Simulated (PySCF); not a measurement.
## How methods differ on the ionisation energy of Xe

Xe [Xe] (1S) → Xe⁺ [Kr] 4d10 5s2 5p5 (2P), as a difference of total energies. Computed with PySCF 2.14 in def2-TZVP with the def2 core potential (28 electrons) (6s5p3d2f, 50 functions), with scalar relativity through the core potential. Correlated levels: valence: 4s2 4p6 4d10 frozen. The calculations carry no spin-orbit coupling.

```
           method  ionisation energy (eV)
              UHF                  11.466
            B3LYP                  12.432
           M06-2X                  12.269
    MP2 (valence)                  12.259
SCS-MP2 (valence)                  12.187
   CCSD (valence)                  12.163
CCSD(T) (valence)                  12.199
```

Task: How much does correlation contribute at CCSD(T) (valence)?

Result: 12.199 − (11.466) = 0.733 eV, measured against UHF.

Errors of the correlated levels include the incompleteness of this basis and the frozen core.

For comparison: 12.565 eV (measured; NIST levels, between the centres of gravity of the two terms).
